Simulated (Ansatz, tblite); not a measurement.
Cost and result up the ladder for Pd₃H₃⁺ (6 atoms). Total charge 1; singlet. Geometry: PBE-D4/def2-TZVP.

Cartesian coordinates in Å:
```
Pd -1.4745 0.6732 0.1011
Pd 1.1241 0.9469 -0.6909
Pd 0.0015 -1.5365 -0.5260
H -0.9127 -0.7902 0.6366
H 1.2430 -0.5633 -0.0205
H 0.0186 1.2699 0.4997
```

Ansatz on 4 threads of Arm Neoverse V2 on a shared host; xTB runs through tblite on one thread. Times are rough, summed over both states, and most runs start from the orbitals of an earlier one. RPA@PBE/def2-TZVP serves as the yardstick here, not as an exact answer. The other state is a quintet at its own geometry.

In the def2 sets Pd takes a core potential; there is no spin–orbit coupling. The xTB rows come from tblite. B3LYP takes the VWN-RPA correlation. HSE06 is defined as in plane-wave codes, on full-range PBE exchange. Correlated methods freeze no core orbitals; core or outer-core shells of Pd are correlated, in sets that lack core-valence functions. HOMO above LUMO, or a gap near zero within one spin, warns that the state may not be the lowest or that an electron is smeared out. The structure comes from a short search, and lower isomers may exist.

Run but left out: HF/STO-3G, BHLYP-D4/def2-TZVP (singlet: restricted singlet, unstable in another Hartree–Fock run and untested here).

Correlated methods converge slowly with the basis.

xTB has no spin-polarisation term.

```json
{"level": "B3LYP-D4/def2-TZVP", "functions": "138", "quintet − singlet (eV)": "2.76", "difference from RPA@PBE/def2-TZVP (eV)": "0.67", "remarks": "–"}
{"level": "GFN1-xTB", "functions": "33", "quintet − singlet (eV)": "2.27", "difference from RPA@PBE/def2-TZVP (eV)": "0.18", "remarks": "–"}
{"level": "BLYP-D4/def2-TZVP", "functions": "138", "quintet − singlet (eV)": "2.76", "difference from RPA@PBE/def2-TZVP (eV)": "0.67", "remarks": "gap within one spin near zero (quintet)"}
{"level": "RPA@PBE/def2-TZVP", "functions": "138", "quintet − singlet (eV)": "2.09", "difference from RPA@PBE/def2-TZVP (eV)": "0.00", "remarks": "–"}
{"level": "HSE06-D4/def2-TZVP", "functions": "138", "quintet − singlet (eV)": "2.76", "difference from RPA@PBE/def2-TZVP (eV)": "0.67", "remarks": "–"}
{"level": "PBE-D4/def2-TZVP (with forces)", "functions": "138", "quintet − singlet (eV)": "2.85", "difference from RPA@PBE/def2-TZVP (eV)": "0.77", "remarks": "gap within one spin near zero (quintet)"}
{"level": "GFN2-xTB", "functions": "30", "quintet − singlet (eV)": "0.22", "difference from RPA@PBE/def2-TZVP (eV)": "-1.87", "remarks": "–"}
```

(1) Estimate how long each takes.

Results:

(1) GFN1-xTB 0.007 s; GFN2-xTB 0.007 s; PBE-D4/def2-TZVP (with forces) 12 s; BLYP-D4/def2-TZVP 12 s; RPA@PBE/def2-TZVP 14 s; HSE06-D4/def2-TZVP 15 s; B3LYP-D4/def2-TZVP 17 s. On shared hardware such times vary by a factor of up to 3.
